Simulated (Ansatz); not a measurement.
Geometry optimisation, RKS PBE/def2-SVP (Ansatz 0.2.0).

Input file:

```yaml
crystal:
  periodic: [false, false, false]
  atoms:
    - { symbol: Zn, position_ang: [-0.587117, -0.927468, -1.394376] }
    - { symbol: S, position_ang: [-0.560989, -2.639648, 0.058823] }
    - { symbol: O, position_ang: [-0.529207, 0.517331, -2.445707] }
    - { symbol: H, position_ang: [0.337383, -0.200596, 0.682951] }
    - { symbol: Si, position_ang: [0.881925, 0.999166, 1.307516] }
    - { symbol: H, position_ang: [-1.812675, -2.308314, 0.507326] }
    - { symbol: H, position_ang: [-0.930789, 0.33995, -3.317584] }
    - { symbol: H, position_ang: [1.985491, 0.59323, 2.244696] }
    - { symbol: H, position_ang: [-0.205855, 1.685028, 2.087168] }
    - { symbol: H, position_ang: [1.421731, 1.941321, 0.269187] }
basis:
  gaussian: { orbitals: def2-SVP }
hamiltonian:
  xc: pbe
relax:
  f_tol: 0.03
  max_steps: 50
```

Run as:

```bash
$ ansatz run input.yaml --threads 2 --pin off --max-ram 3072MiB --backend cpu --events-out ev --progress --plain --runs-dir out
```

Q: Where does it end, and by what steps?

A: It converged. The force dipped under the threshold on the way, but the program's further checks kept it going. After 23 steps the energy has fallen by 0.305 eV; H7 moved furthest, 1.64 Å.

```csv
step,energy less start (eV),largest force component (eV/Å),accepted
0,0.0000,0.932,yes
1,-0.1021,0.260,yes
2,-0.1278,0.312,yes
3,-0.1437,0.344,yes
4,-0.1607,0.070,yes
5,-0.1702,0.249,yes
6,-0.1766,0.174,yes
7,-0.1997,0.203,yes
8,-0.2161,0.302,yes
9,-0.2305,0.624,yes
10,-0.2499,0.670,yes
11,-0.2715,0.357,yes
12,-0.2880,0.139,yes
13,-0.2956,0.105,yes
14,-0.2876,0.688,no
15,-0.3006,0.023,yes
16,-0.3012,0.246,yes
17,-0.3032,0.091,yes
18,-0.3035,0.047,yes
19,-0.3041,0.042,yes
20,-0.3040,0.069,no
21,-0.3043,0.016,yes
22,-0.3045,0.033,yes
23,-0.3045,0.013,yes
```

```xyz
10
Properties=species:S:1:pos:R:3
Zn -0.724 -1.039 -1.163
S -1.340 -3.059 -0.640
O -0.162 0.573 -1.755
H 0.595 -0.435 0.734
Si 0.870 1.045 0.919
H -1.241 -2.799 0.696
H -0.896 1.195 -1.917
H 1.406 1.182 2.324
H -0.417 1.813 0.847
H 1.908 1.524 -0.044
```

Whether the end is a true minimum wasn't checked by a vibrational analysis.

Run time: 32 s on 2 threads of Intel(R) Xeon(R) Platinum 8559C (Emerald Rapids) (shared host), peak memory 0.18 GiB.
